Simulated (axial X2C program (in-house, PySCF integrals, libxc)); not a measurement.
**Spin–orbit effects along a row: molecules with F (ions), HF**

All values come from calculations with an axial X2C code built on PySCF integrals, spin-free (one-electron X2C) or two-component (2c: spin–orbit coupling with atomic mean-field Coulomb and Gaunt terms, which also bring small scalar terms), in Dyall basis sets with cores contracted in-house; open shells are unrestricted.

Basis sets: Ca dyall-acv3z, Cr dyall-acv3z, F dyall-av3z, Ge dyall-acv3z, Mn dyall-acv3z, Se dyall-acv3z.

```csv
molecule,spin-free state,Re (Å),ωe (cm⁻¹),De (eV),2c state,Re 2c (Å),ωe 2c (cm⁻¹),De 2c (eV)
CaF⁻,"M_S = 0, Λ = 0",2.030,513.1,3.23,Ω = 0,2.030,513.0,3.23
CrF⁻,"M_S = 2, Λ = 0",1.855,586.4,2.47,Ω = 2,1.855,586.1,2.46
MnF⁻,?,?,?,?,?,?,?,?
GeF⁻,"M_S = 1, Λ = 0",1.819,532.0,2.82,Ω = 1,1.819,531.6,n/a
SeF⁻,"M_S = 0, Λ = 0",1.811,590.4,1.49,Ω = 0,1.813,585.9,n/a
```

**Question.** Estimate the 2c Re and ωe of MnF⁻ as the mean of its neighbours in the table.

**Answer.** Re ≈ 1.837 Å, ωe ≈ 558.9 cm⁻¹. The HF runs give the row below, so the estimate misses by -0.085 Å and 52.1 cm⁻¹.

| molecule | spin-free state | Re (Å) | ωe (cm⁻¹) | De (eV) | 2c state | Re 2c (Å) | ωe 2c (cm⁻¹) | De 2c (eV) |
| --- | --- | --- | --- | --- | --- | --- | --- | --- |
| MnF⁻ | M_S = 5/2, Λ = 0 | 1.922 | 507.1 | n/a | Ω = 5/2 | 1.922 | 506.8 | n/a |

Fragments in 2c: Ca + F-, Cr + F-, Mn- + F, Ge + F-, Se + F-. Each entry is the lowest single determinant of a limited PBE0 search at one distance. De goes to single-determinant-based atoms at the same level (for ions the charge split of lowest energy) and is withheld (n/a) where an atom does not fit its ground term or J level. Main or longest-lived isotopes. One determinant is a doubtful description, or other states lie close, for CrF⁻, MnF⁻, GeF⁻; these need not be ground states, and all values refer to the states named. Some open-shell Ω = 0 determinants are out of reach, so the Ω given for CrF⁻, GeF⁻ need not be the lowest component. With several unpaired electrons the Ω given is that of one determinant, not necessarily of the lowest component.
